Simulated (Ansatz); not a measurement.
H₅InOSi. Charge 0, multiplicity 1. In: def2 effective core potential. The bonds changed during the relaxation, so this is another structure than the one it started from. All single points use the PBE0-D4/def2-TZVP geometry. It is one conformer, not always the lowest.

```xyz
8

O     0.756    0.726    1.315
In   -0.571    2.246    1.607
Si   -0.321   -0.703   -0.918
H     1.560    0.571    1.813
H    -1.215    0.439   -0.568
H     1.008   -0.220   -1.355
H    -0.967   -1.378   -2.084
H    -0.250   -1.681    0.189
```

(1) What is the dipole moment at PBE/def2-TZVPP? (An estimate is asked.)

(2) And with r2SCAN, B3LYP, ωB97M-V? (Estimate.)

(3) Give the Mulliken charges with PBE, ωB97M-V, B3LYP in def2-TZVPP. (Best estimate.)

## Answers

(1) The calculation gave: 2.38 D, with components (0.20, 1.68, 1.67) D in this frame, pointing from negative to positive charge.

(2) Computed: r2SCAN 2.34 D, B3LYP 2.49 D, ωB97M-V 2.46 D.

(3) The calculation gave: 
| atom | PBE | ωB97M-V | B3LYP |
| --- | --- | --- | --- |
| O1 | -0.54 | -0.60 | -0.59 |
| In2 | 0.40 | 0.46 | 0.45 |
| Si3 | 0.21 | 0.14 | 0.29 |
| H4 | 0.16 | 0.16 | 0.16 |
| H5 | -0.08 | -0.08 | -0.11 |
| H6 | -0.04 | -0.02 | -0.05 |
| H7 | -0.08 | -0.05 | -0.09 |
| H8 | -0.04 | -0.01 | -0.05 |

B3LYP here is the variant with VWN-RPA as its local correlation; programs differ in this.
